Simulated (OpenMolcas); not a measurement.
**OpenMolcas run: Co I**

Input:

```
&GATEWAY
Coord
1

Co 0.0 0.0 0.0
Basis=ANO-R3
Group=XYZ
NoMove
AngMom=0.0 0.0 0.0
AMFI
&SEWARD
&RASSCF
FileOrb=start.orb
Symmetry=1
Spin=4
nActEl=9 0 0
Inactive=3 6
Ras2=6 0
CIRoot=20 20 1
SDav=20
CIMx=300
Iter=120 100
PrWF=0.3
OrbListing=Nothing
MaxOrb=0
Atom
>>> COPY $Project.JobIph JOB001
&RASSCF
FileOrb=start.orb
Symmetry=1
Spin=2
nActEl=9 0 0
Inactive=3 6
Ras2=6 0
CIRoot=70 70 1
SDav=70
CIMx=300
Iter=120 100
PrWF=0.3
OrbListing=Nothing
MaxOrb=0
Atom
CIOnly
>>> COPY $Project.JobIph JOB002
&RASSI
NrOfJobIphs=2 20 52
1 2 3 4 5 6 7 8 9 10 11 12 13 14 15 16 17 18 19 20
1 2 3 4 5 6 7 8 9 10 11 12 13 14 15 16 17 18 19 20 21 22 23 24 25 26 27
28 29 30 31 32 33 34 35 36 37 38 39 40 41 42 43 44 45 46 47 48 49 50 51
52
IphNames
JOB001
JOB002
EJob
SpinOrbit
DIPRint=1.0
SOCoupling=1000.0
Subsets=2
MEES
Property=10
'ANGMOM' 1 'ANGMOM' 2 'ANGMOM' 3 'MLTPL  1' 1 'MLTPL  1' 2 'MLTPL  1' 3
'AMFI' 1 'AMFI' 2 'AMFI' 3 'MLTPL  2' 6
SOProperty=3
'ANGMOM' 1 'ANGMOM' 2 'ANGMOM' 3
```

Launched by
```bash
OMP_NUM_THREADS=1 MOLCAS_MEM=2252 MOLCAS_PROJECT=a pymolcas a.inp > a.log  # once for each step of the input, in one work folder
```

A driver script runs the steps one by one and writes start.orb anew before each from the orbitals found so far, so a CI-only block uses the converged orbitals of the first block.

Output, cut to the results:

```
--- SEWARD ---
Basis set label: CO.ANO-R...8S5P5D3F2G1H.

      Electronic valence basis set:
      ------------------
      Associated Effective Charge  27.000000 au
      Associated Actual Charge     27.000000 au
      Nuclear Model: Finite nucleus - Gaussian distribution
        Gaussian exponent, Xi/bohr**(-2):  2.87167E+08

      Shell  nPrim  nBasis  Cartesian Spherical Contaminant
         s      20       8        X
         p      12       5        X
         d       9       5                 X
         f       5       3                 X
         g       4       2                 X
         h       3       1                 X
                  Relativistic X2C integrals
                  Atomic mean-field integrals
--- RASSCF ---
Wave function specifications:
      -----------------------------

      Number of closed shell electrons          18
      Number of electrons in active shells       9
      Max number of holes in RAS1 space          0
      Max nr of electrons in RAS3 space          0
      Number of inactive orbitals                9
      Number of active orbitals                  6
      Number of secondary orbitals              83
      Spin quantum number                      1.5
      State symmetry                             1
Orbital specifications:
      -----------------------

      Symmetry species                           1   2
                                                ag  au
      Frozen orbitals                            0   0
      Inactive orbitals                          3   6
      Active orbitals                            6   0
      RAS1 orbitals                              0   0
      RAS2 orbitals                              6   0
      RAS3 orbitals                              0   0
      Secondary orbitals                        42  41
      Deleted orbitals                           0   0
      Number of basis functions                 51  47
      Number of CSFs                            20
      Number of root(s) required                20
      Iter CI   SX   CI       RASSCF       Energy    max ROT     max BLB   max BLB  Level Ln srch  Step   QN
          iter iter root      energy       change     param      element    value   shift minimum  type update
 Nr of preliminary CI iterations:   1
      Total energies have been shifted. Add                -1000.00 au
        1   1    4    0  -391.80910698    0.00E+00  -1.87E-06    9  11 1  2.42E-06   0.25   0.00    SX    NO
        2   1    4    0  -391.80910698   -9.09E-12  -7.33E-07    7  17 1  1.14E-06   0.25   0.00    SX    NO
        3   1    3    0  -391.80910698   -2.05E-12  -5.05E-07    3  12 1  1.04E-06   0.25   0.00    SX    NO
        4   1    3    0  -391.80910698    1.36E-12   2.70E-07    5  10 2 -9.32E-07   0.25   0.00    SX    NO
      Convergence after  4 iterations
        5   1    3    0  -391.80910698   -6.82E-13   2.70E-07    5  10 2  8.52E-07   0.25   0.00    SX    NO
      Natural orbitals and occupation numbers for root  1
      sym 1:   1.006070   1.993930   1.000000   1.993930   1.006070   2.000000
      Natural orbitals and occupation numbers for root  2
      sym 1:   1.010848   1.010848   1.000000   1.989152   1.989152   2.000000
      Natural orbitals and occupation numbers for root  3
      sym 1:   1.000000   1.033445   1.966555   1.033445   1.966555   2.000000
::    RASSCF root number  1 Total energy:  -1391.86442888
::    RASSCF root number  2 Total energy:  -1391.86442888
::    RASSCF root number  3 Total energy:  -1391.86442888
::    RASSCF root number  4 Total energy:  -1391.86442888
::    RASSCF root number  5 Total energy:  -1391.86442888
::    RASSCF root number  6 Total energy:  -1391.86442888
::    RASSCF root number  7 Total energy:  -1391.86442888
::    RASSCF root number  8 Total energy:  -1391.80142205
::    RASSCF root number  9 Total energy:  -1391.80142205
::    RASSCF root number 10 Total energy:  -1391.80142205
::    RASSCF root number 11 Total energy:  -1391.80142205
::    RASSCF root number 12 Total energy:  -1391.80142205
::    RASSCF root number 13 Total energy:  -1391.80142205
::    RASSCF root number 14 Total energy:  -1391.80142205
::    RASSCF root number 15 Total energy:  -1391.78503393
::    RASSCF root number 16 Total energy:  -1391.78503393
::    RASSCF root number 17 Total energy:  -1391.78503393
::    RASSCF root number 18 Total energy:  -1391.72202711
::    RASSCF root number 19 Total energy:  -1391.72202711
...
--- RASSI ---
SPIN-FREE ENERGIES:
  (Shifted by EMIN (a.u.) =      -1391.8644288756)

 SF State       Relative EMIN(au)   Rel lowest level(eV)    D:o, cm**(-1)      L_eff

     1             0.0000000000        0.0000000000              0.0000         3.0
     2             0.0000000000        0.0000000000              0.0000         3.0
     3             0.0000000000        0.0000000000              0.0000         3.0
     4             0.0000000000        0.0000000000              0.0000         3.0
     5             0.0000000000        0.0000000000              0.0000         3.0
     6             0.0000000000        0.0000000000              0.0000         3.0
     7             0.0000000000        0.0000000000              0.0000         3.0
     8             0.0630068241        1.7145030266          13828.3995         3.0
     9             0.0630068241        1.7145030266          13828.3995         3.0
    10             0.0630068241        1.7145030266          13828.3995         3.0
    11             0.0630068241        1.7145030266          13828.3995         3.0
    12             0.0630068241        1.7145030266          13828.3995         3.0
    13             0.0630068241        1.7145030266          13828.3995         3.0
    14             0.0630068241        1.7145030266          13828.3995         3.0
    21             0.0791676342        2.1542610734          17375.2873         4.0
    22             0.0791676342        2.1542610734          17375.2873         4.0
    23             0.0791676342        2.1542610734          17375.2873         4.0
    24             0.0791676342        2.1542610734          17375.2873         4.0
    25             0.0791676342        2.1542610734          17375.2873         4.0
    26             0.0791676342        2.1542610734          17375.2873         4.0
    27             0.0791676342        2.1542610734          17375.2873         4.0
...
```

Levels above the lowest, from the spin-orbit matrix, grouped by J:

```
Configuration  Term     J  E (eV)  Measured (eV)      g  Term weight %  Second
      3d⁷ 4s²    ⁴F   9/2  0.0000         0.0000  1.334            100        
      3d⁷ 4s²    ⁴F   7/2  0.0951         0.1012  1.238            100        
      3d⁷ 4s²    ⁴F   5/2  0.1652         0.1744  1.029            100        
      3d⁷ 4s²    ⁴F   3/2  0.2133         0.2243  0.399            100        
       3d⁸ 4s    ⁴F   9/2  1.7175         0.4318  1.334            100        
       3d⁸ 4s    ⁴F   7/2  1.8055         0.5136  1.238             99        
       3d⁸ 4s    ⁴F   5/2  1.8772         0.5815  1.028             99        
       3d⁸ 4s    ⁴F   3/2  1.9283         0.6293  0.400            100        
      3d⁷ 4s²    ²G   9/2  2.2056                 1.109             98        
      3d⁷ 4s²    ⁴P   5/2  2.2239         1.7104  1.601            100        
      3d⁷ 4s²    ⁴P   3/2  2.2555         1.7403  1.723             97    3 ²P
      3d⁷ 4s²    ²G   7/2  2.2973                 0.889            100        
      3d⁷ 4s²    ⁴P   1/2  2.2992         1.7853  2.647             99        
       3d⁸ 4s    ²F   7/2  2.4038         0.9227  1.144             99        
       3d⁸ 4s    ²F   5/2  2.5414         1.0490  0.859             99        
      3d⁷ 4s²    ²P   3/2  2.9037                 1.285             86   11 ²D
      3d⁷ 4s²    ²H  11/2  2.9425                 1.091            100        
      3d⁷ 4s²    ²P   1/2  2.9971                 0.690             99        
      3d⁷ 4s²    ²H   9/2  3.0222                 0.912             98        
      3d⁷ 4s²    ²D   5/2  3.1643                 1.201            100        
      3d⁷ 4s²    ²D   3/2  3.3012                 0.861             88   11 ²P
       3d⁸ 4s    ²D   5/2  3.7793                 1.290             77   23 ⁴P
       3d⁸ 4s    ²D   3/2  3.8124                 0.844             94    4 ⁴P
       3d⁸ 4s    ⁴P   5/2  3.9880         1.8826  1.510             77   23 ²D
```

Against the 13 measured excited levels shown (NIST Handbook of Basic Atomic Spectroscopic Data) the mean absolute deviation is 7300 cm-1; the largest miss in energy is 3d⁸ 4s ⁴P_5/2: computed 3.9880, measured 1.8826 eV (+111.8 %), and the largest in proportion 3d⁸ 4s ⁴F_9/2 (+297.8 %). Levels of one J stand in another order than measured, so their pairing by name is doubtful.

Without dynamic correlation excited terms often stand tens of per cent too high (terms of higher spin than the ground term too low), and those without a measured partner can miss by more than the paired ones. Terms from blocks run as CI alone lack orbitals of their own. A single d shell beside an s shell can misplace configurations of different d count against each other. Measured partners are found by configuration, term and J. A level has none where our copy of the source lacks it or the pairing is in doubt (some pairs that miss far off the trend of their configuration count as doubtful), and it then counts in no deviation. Levels of configurations outside the active space are missing. The first state left out of the spin-orbit step lies near 41000 cm-1 above the lowest spin-free state of the reference (among the parities and spins computed), and the list stops at four fifths of that energy or lower. The table shows the lowest 24 of 26 levels.

The RASSCF and RASSI steps took 32 s on 1 thread of AMD EPYC 7R13 Processor (Zen 3), with other jobs on the host; the integral step is not counted.

The term weight is that of the spin-free term in the level, not the purity of its configuration.
